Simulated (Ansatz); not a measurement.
Total energies of the cluster Pb₄S₃ (the lowest singlet isomer of a short search) from Ansatz at PBE-D4/def2-SVP, gas phase (1 Eh = 27.2114 eV = 2625.5 kJ/mol). The reference geometry is relaxed at r2SCAN-D4/def2-SVP.

```xyz
7

Pb    0.620   -1.694    1.044
Pb    1.461    1.682   -0.514
Pb   -1.629    1.376    0.825
Pb   -0.894   -0.156   -2.099
S    -1.921   -1.218    0.155
S     0.763    0.878    1.961
S     1.600   -0.869   -1.371
```

```tsv
state	geometry	energy (Eh)
charge 0 singlet	reference	-1965.68284
charge 1 doublet	reference	-1965.43176
charge -1 doublet	reference	-1965.70548
free Pb atom (triplet)	–	-192.85919
free S atom (triplet)	–	-397.80063
```

In the def2 sets Pb takes a core potential; there is no spin–orbit coupling.

Problem. Work out the vertical ionisation energy to the doublet.

Solution. E(charge 1 doublet) − E(charge 0 singlet) = -1965.43176 − (-1965.68284) = 0.25108 Eh = 6.83 eV. For comparison, −ε of the highest occupied level is 4.69 eV at this level, 2.14 eV less.

Problem. Work out the vertical electron affinity, to the doublet.

Solution. E(charge 0 singlet) − E(charge -1 doublet) = -1965.68284 − (-1965.70548) = 0.02264 Eh = 0.62 eV. The basis lacks diffuse functions, which makes affinities too small.

Problem. Give the fundamental gap IE − EA, the Mulliken electronegativity (IE + EA)/2 and the hardness (IE − EA)/2.

Solution. From the values in Eh: IE − EA = 0.25108 − 0.02264 = 0.22844 Eh = 6.22 eV; (IE + EA)/2 = 3.72 eV; (IE − EA)/2 = 3.11 eV. The HOMO–LUMO gap of the same run is 2.21 eV, 4.01 eV smaller than the fundamental gap.

Problem. What is the binding energy per atom against free atoms?

Solution. Atoms: 4 × (-192.85919) + 3 × (-397.80063) = -1964.83865 Eh. Binding: -1964.83865 − (-1965.68284) = 0.84419 Eh = 22.97 eV, or 3.28 eV for each of 7 atoms (no zero-point energy, no counterpoise term).

At PBE-D4/def2-SVP the highest occupied level of the charge -1 doublet lies above zero (up to 1.27 eV). By energy differences its removal costs 0.62 eV (vertical, to the charge 0 singlet, at PBE-D4/def2-SVP); self-interaction error and the lack of diffuse functions both raise the level. At PBE-D4/def2-SVP the gap within one spin of the charge -1 doublet nearly closes, so an electron or hole may be smeared out by delocalisation error.  

The structure comes from a short search, and lower isomers may exist.
